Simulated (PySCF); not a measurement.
Sn(H)2(Cl)(NH2) (ClH4NSn), SMILES [Cl][SnH2][NH2]. Geometry: B3LYP-D3(BJ)/def2-SVP. The def2 effective core potentials stand for the cores of Sn; spin–orbit coupling is left out. The values are those of a single conformer.

The numbers are results of B3LYP-D3(BJ)/def2-SVP (PySCF), not measurements.

Harmonic wavenumbers (cm⁻¹): 142, 197, 353, 385, 537, 542, 615, 675, 679, 861, 1541, 1929, 1945, 3505, 3598. Rotational constants (GHz): 9.153, 2.587, 2.112; symmetry number 1.

### Question
Work out the zero-point energy and the ideal-gas rigid-rotor harmonic-oscillator thermochemistry at 298.15 K and 1 atm.

### Answer
ZPE = ½ Σ hcν = ½ × 17504 cm⁻¹ = 104.70 kJ/mol. H − E(el) = 121.86 kJ/mol. Entropy in J/(mol K): translation 172.96, rotation 109.90, vibration 39.80, total 322.66. G − E(el) = 25.67 kJ/mol. Cp = 85.77 J/(mol K). Modes under 150 cm⁻¹ make the vibrational entropy uncertain.
